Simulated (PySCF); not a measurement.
**Bond curve of SbTe⁺**

Set-up: Sb def2-TZVPPD with ECP28, Te def2-TZVPPD with ECP28; scalar-relativistic core potentials (PySCF 2.14). Energies in eV from Sb⁺ + Te in their ground configurations at the same level. State: ¹Σ⁺ (singlet), closed shell.

```json
{"R (Å)": "2.108", "r²SCANh": "-2.450"}
{"R (Å)": "2.206", "r²SCANh": "-3.555"}
{"R (Å)": "2.304", "r²SCANh": "-4.156"}
{"R (Å)": "2.377", "r²SCANh": "-4.367"}
{"R (Å)": "2.451", "r²SCANh": "-4.424"}
{"R (Å)": "2.525", "r²SCANh": "-4.366"}
{"R (Å)": "2.623", "r²SCANh": "-4.159"}
{"R (Å)": "2.745", "r²SCANh": "-3.766"}
{"R (Å)": "2.892", "r²SCANh": "-3.186"}
{"R (Å)": "3.088", "r²SCANh": "-2.356"}
```

**Question.** Put a parabola through the three lowest points of the r²SCANh curve and estimate Re, k and ωe (reduced mass 62.62 u; 1 eV/Å² = 0.16022 mdyn/Å; ωe = 1302.8·√(k/μ) cm⁻¹).

**Answer.** Through R = 2.377, 2.451, 2.525 Å the second-order coefficient is 10.5 eV/Å², so Re ≈ 2.451 Å, k ≈ 3.36 mdyn/Å and ωe ≈ 302 cm⁻¹. A polynomial fit of higher order to the unrounded r²SCANh energies gives Re = 2.447 Å, k = 3.45 mdyn/Å, ωe = 306 cm⁻¹; anharmonicity and rounding make the difference.

The higher-order fit for each curve: r²SCANh: Re = 2.447 Å, ωe = 306 cm⁻¹, De = 4.42 eV.

Spin–orbit coupling is left out, which matters for elements this heavy, above all for dissociation energies. For an ion De counts to the pair picked by the measured ionisation energies or electron affinities, which need not be the lowest pair at this level.
